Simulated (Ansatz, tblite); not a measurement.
Forces on Hg₂Br₄⁻ at its r2SCAN-D4/def2-SVPD geometry. Charge -1, multiplicity 2.

In the def2 sets Hg takes a core potential; there is no spin–orbit coupling. The xTB rows come from tblite. Another isomer (doublet) lies 0.16 eV lower at PBE0-D4/def2-SVP; other spin states weren't run for this one.

GFN1-xTB (tblite), largest force 0.60 eV/Å:

```xyz
6
positions Å, forces eV/Å
Hg   -0.944   -1.044    0.126    0.401    0.441   -0.057
Hg    0.945    1.044   -0.120   -0.403   -0.441    0.051
Br   -3.275   -0.247   -0.651    0.120   -0.269    0.113
Br    0.188   -3.176    1.046   -0.292    0.077   -0.088
Br    1.037    2.432    2.056    0.148    0.012   -0.277
Br    2.048    0.991   -2.456    0.026    0.181    0.258
```

GFN2-xTB (tblite), largest force 0.82 eV/Å:

```
Hg 0.546 0.606 -0.072
Hg -0.547 -0.605 0.069
Br -0.371 -0.054 -0.066
Br -0.005 -0.366 0.114
Br 0.136 0.287 0.216
Br 0.241 0.133 -0.262
```

PBE-D4/def2-SVP (Ansatz), largest force 0.14 eV/Å:

```
Hg -0.097 -0.107 0.007
Hg 0.095 0.107 -0.017
Br -0.098 0.033 -0.030
Br 0.047 -0.092 0.042
Br 0.006 0.060 0.094
Br 0.047 -0.002 -0.096
```
